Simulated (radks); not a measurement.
The numbers below are computed, except where a source is named.
All-electron atom: Ni14+ in [Ne] 3p2 4p2 (not the ground configuration).

Code: a radial shooting solver on a logarithmic mesh with Libxc functionals. Model: Dirac Kohn-Sham, PBEsol, spin-unpolarised, spherical densities, point nucleus; open shells fill j = l - 1/2 first.

Energy parts (hartree):
| part | energy |
|---|---|
| total | -1407.88420 |
| kinetic | 1432.77339 |
| electron-nucleus | -3121.98241 |
| Hartree | 328.00416 |
| exchange-correlation | -46.67935 |

Orbitals (lengths in bohr, moments of r in powers of bohr; r(max) is where P^2 peaks):
orbital  occ.  eigenvalue (hartree)       <r^4>   r(max)
1s1/2       2             -320.0975  0.00003985  0.03541
2s1/2       2             -53.98030    0.008191   0.2038
2p1/2       2             -49.53195    0.005855   0.1621
2p3/2       4             -48.87542    0.006140   0.1647
3s1/2       0             -18.57437      0.2873   0.5800
3p1/2       2             -17.17148      0.2840   0.5636
3p3/2       0             -17.03342      0.2927   0.5686
3d3/2       0             -14.97888      0.2287   0.4732
3d5/2       0             -14.95315      0.2305   0.4745
4p1/2       2              -8.56571       4.039    1.224
4p3/2       0              -8.51757       4.126    1.231
4f5/2       0              -7.20649       2.782   0.9797
4f7/2       0              -7.20369       2.787   0.9803
5p1/2       0              -5.05709       30.19    2.145
5p3/2       0              -5.03500       30.70    2.155

The highest occupied level is 4p1/2 at -233.08 eV. The configuration is held as typed, so some empty levels lie below it. The density falls to 0.001 e/bohr^3 at r = 2.33 bohr. Summed over all electrons, <r^2> = 4.745 bohr^2, which gives a Langevin (diamagnetic) susceptibility term of -3.76 x 10^-6 cm^3/mol.
